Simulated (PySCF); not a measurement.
C4H5, SMILES CC#C[CH2], multiplicity 2. Atoms are numbered in the order given.

```xyz
9

C      1.9080     0.1143     0.5207
C      0.5003     0.0296     0.1317
C     -0.6851    -0.0411    -0.1878
C     -2.0150    -0.1205    -0.5477
H      2.4505    -0.8030     0.2421
H      2.0061     0.2457     1.6112
H      2.4021     0.9692     0.0325
H     -2.5736     0.7777    -0.8259
H     -2.5341    -1.0831    -0.5614
```
Charge 0, spin multiplicity 2.

Geometry: ωB97X-D3(BJ)/def2-SVP.

Calculation: B3LYP/pcH-1 (PySCF).

Unrestricted Kohn–Sham, ⟨S²⟩ = 0.769. Hyperfine tensors hold the contact and dipolar terms, without spin-orbit corrections.

Computed hyperfine couplings:
```csv
nucleus,A(iso) (MHz),A(iso) (G),dipolar principal values (MHz)
13C no. 1,-19.5,-7.0,"-1.0, 0.5, 0.5"
13C no. 2,46.1,16.5,"-44.7, -33.4, 78.1"
13C no. 3,-66.5,-23.7,"-20.1, -1.9, 22.0"
13C no. 4,69.4,24.8,"-62.1, -61.0, 123.1"
1H no. 5,25.4,9.1,"-2.6, -2.4, 4.9"
1H no. 6,77.2,27.5,"-3.0, -2.0, 5.1"
1H no. 7,22.4,8.0,"-2.6, -2.3, 4.9"
1H no. 8,-54.2,-19.3,"-27.9, -1.3, 29.2"
1H no. 9,-54.2,-19.3,"-27.9, -1.3, 29.2"
```

Problem. And the g tensor (effective nuclear charges for spin-orbit coupling, GIAO)? (The exact figures need the calculation; the answer reports its results.)

Solution. principal values 2.0022, 2.0030, 2.0034; isotropic 2.0029.
